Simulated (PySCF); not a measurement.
Hf⁵⁴⁺ (hafnium, charge +54): Hartree-Fock from Schrödinger to Dirac-Coulomb

Occupied: 1s1/2, 2s1/2, 2p1/2, 2p3/2, 3s1/2, 3p1/2, 3p3/2. Hartree-Fock calculated with PySCF 2.14 in an uncontracted even-tempered set (20 s from 6.7 bohr⁻², ratio 2.3; 16 p from 8.1 bohr⁻², ratio 2.3), Gaussian nucleus throughout. NR is non-relativistic, sf-X2C the spin-free one-electron X2C Hamiltonian, X2C adds the bare one-electron spin-orbit term, X2C-SNSO screens it by Boettger's factors, DC is four-component Dirac-Coulomb, and the Gaunt term is added at first order (total energies over the DC spinors, levels after relaxing the spinors in that mean field). QED terms are absent. Levels marked empty are virtual spinors of this ion; the basis has s and p functions only, so 3d, which can lie below the n = 4 levels, is absent.

| Hamiltonian | E (hartree) | E − E(DC) (hartree) | CPU seconds |
| --- | --- | --- | --- |
| NR | -11432.9181 | 746.0407 | 0.74 |
| sf-X2C | -12158.1197 | 20.8390 | 0.5 |
| X2C | -12174.5041 | 4.4547 | 0.77 |
| X2C-SNSO | -12173.5421 | 5.4167 | 0.77 |
| DC | -12178.9588 | 0.0000 | 40 |
| DC+Gaunt | -12163.7054 | 15.2534 | 39 |

| level (eV) | NR | sf-X2C | X2C | X2C-SNSO | DC | DC+Gaunt |
| --- | --- | --- | --- | --- | --- | --- |
| 1s1/2 | -64532.3 | -69550.6 | -69532.7 | -69533.8 | -69615.4 | -69385.7 |
| 2s1/2 | -13718.4 | -15112.8 | -15107.6 | -15107.9 | -15119.1 | -15093.6 |
| 2p1/2 | -13308.4 | -13744.2 | -14637.3 | -14608.2 | -14614.6 | -14573.1 |
| 2p3/2 | -13308.4 | -13744.2 | -13380.9 | -13390.5 | -13399.3 | -13371.1 |
| 3s1/2 | -5455.4 | -5872.3 | -5870.8 | -5870.9 | -5873.6 | -5867.5 |
| 3p1/2 | -5280.2 | -5446.4 | -5672.6 | -5665.3 | -5666.9 | -5656.8 |
| 3p3/2 | -5280.2 | -5446.4 | -5352.8 | -5355.3 | -5357.3 | -5350.3 |
| 4s1/2 (empty) | -2819.4 | -2984.1 | -2983.7 | -2983.8 | -2984.7 | -2982.4 |
| 4p1/2 (empty) | -2751.2 | -2824.2 | -2907.5 | -2904.9 | -2905.5 | -2901.7 |
| 4p3/2 (empty) | -2751.2 | -2824.2 | -2789.6 | -2790.5 | -2791.2 | -2788.6 |

| interval (eV) | sf-X2C | X2C | X2C-SNSO | DC | DC+Gaunt |
| --- | --- | --- | --- | --- | --- |
| 2p3/2 − 2p1/2 | 2.166e-11 | 1256 | 1218 | 1215 | 1202 |
| 3p3/2 − 3p1/2 | 4.640e-12 | 319.7 | 310.0 | 309.6 | 306.5 |
| 4p3/2 − 4p1/2 | -2.231e-10 | 117.9 | 114.3 | 114.3 | 113.1 |

Weight of the small component: 1s1/2 0.0733, 2s1/2 0.0169, 2p1/2 0.0168, 2p3/2 0.0154, 3s1/2 0.00634, 3p1/2 0.00624, 3p3/2 0.00587, 4s1/2 0.00308, 4p1/2 0.00305, 4p3/2 0.00290.

Koopmans' value for the highest occupied level at DC+Gaunt: 5350.3 eV, against an ionisation energy of 5350 ± 5 eV (theoretical estimate listed by NIST; NIST Atomic Spectra Database, ionization energies); the former lacks relaxation, correlation, QED and recoil.

The whole ladder took 89 s of wall time on 1 thread of Intel(R) Xeon(R) Platinum 8375C CPU @ 2.90GHz (shared host), launched as `OMP_NUM_THREADS=1 python relrun2.py TASK.json OUT` (a driver that calls PySCF for each Hamiltonian).
